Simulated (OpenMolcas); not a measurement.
## Sb: effect of the IPEA shift

- Program: OpenMolcas
- Basis: ANO-RCC-VQZP [8s7p5d3f2g]
- Scalar Hamiltonian: DKH2, point nucleus
- Active space: 5 electrons in 8 orbitals (5s 5p 6s 6p)
- State averaging: 2S+1 = 4 odd, 1 root; 2S+1 = 2 odd, 8 roots; 2S+1 = 4 even, 3 roots
- Spin-orbit coupling: RASSI with atomic mean-field integrals over the reference wave functions, term energies averaged over their components

Methods on the same reference wave functions:
A. CASSCF
B. SS-CASPT2, IPEA 0 Eh, imaginary shift 0.1 Eh (closed shells correlated: 4d)
C. SS-CASPT2, IPEA 0.25 Eh, imaginary shift 0.1 Eh (closed shells correlated: 4d)

Energies in cm⁻¹ above 5s² 5p³ ⁴S°_3/2, the measured ground level; measured values from NIST Handbook of Basic Atomic Spectroscopic Data.

| Level | A | B | C | Measured |
| --- | --- | --- | --- | --- |
| 5s² 5p³ ⁴S°_3/2 | 0.0 | 0.0 | 0.0 | 0.0 |
| 5s² 5p³ ²D°_3/2 | 11703 | 9500 | 9600 | 8512 |
| 5s² 5p³ ²D°_5/2 | 13111 | 10560 | 10670 | 9854 |
| 5s² 5p³ ²P°_1/2 | 17901 | 17960 | 17920 | 16395 |
| 5s² 5p³ ²P°_3/2 | 19615 | 19330 | 19300 | 18464 |
| 5s 5p⁴ ⁴P_5/2 | 60279 | 59980 | 60670 |  |
| 5s 5p⁴ ⁴P_3/2 | 62095 | 61790 | 62490 |  |
| 5s 5p⁴ ⁴P_1/2 | 63185 | 62880 | 63580 |  |

Deviations, from unrounded energies. A percentage is the sum of absolute deviations over the sum of measured energies, with the sign that they share, or ± where signs differ.

| Against measurement | Levels | A | B | C |
| --- | --- | --- | --- | --- |
| mean absolute deviation (cm-1) | 4 | 2300 | 1000 | 1100 |
| other terms of the ground configuration (%) | 4 | +17.1 | +7.8 | +8.0 |

B, C lie about equally close to measurement and A furthest from it. The largest miss of B in the table is 5s² 5p³ ²P°_1/2, by +1600 cm-1. The ranking rests on the paired levels alone, and a cruder setting can come out closer through cancelling errors.

Between B and C the level of the table that moves most is 5s 5p⁴ ⁴P_5/2, by 700 cm-1 (lowest in B, highest in C). Moves below CASPT2's spread within the term are not significant.

The mean deviations of B to C differ by less than CASPT2's widest spread within a term (110 cm-1), so their order carries little weight.

From A to B the spin-free energies of the other terms of 5s² 5p³ shown, above ⁴S°, scale by factors of 0.80 to 1.00.

The lowest spin-free term lies below A's lowest term by 0.534 hartree in B, 0.526 hartree in C.

CASPT2 does not keep the components of a term degenerate, so their means are used; among the terms shown or strongly mixed into the levels shown the widest spread is 110 cm-1 (5s² 5p³ ²D°, C). Over all roots computed the reference weight is 0.84 to 0.90 in B; the roots of lowest weight are the least certain, and an intruder state may touch them. Active for correlation alone: 6p 6s; no level in the range computed is led by a configuration that fills them, so any true level of that kind is missing. Terms of s pⁿ other than that of highest spin mix with s² pⁿ⁻² d, which this space lacks; all of them can be thousands of cm-1 off, and some have no real level of that name. Measured partners are found by configuration, term and J. A level has none where our copy of the source lacks it or the pairing is in doubt (some pairs that miss far off the trend of their configuration count as doubtful), and it then counts in no deviation. Levels of configurations outside the active space are missing.

° marks odd parity.
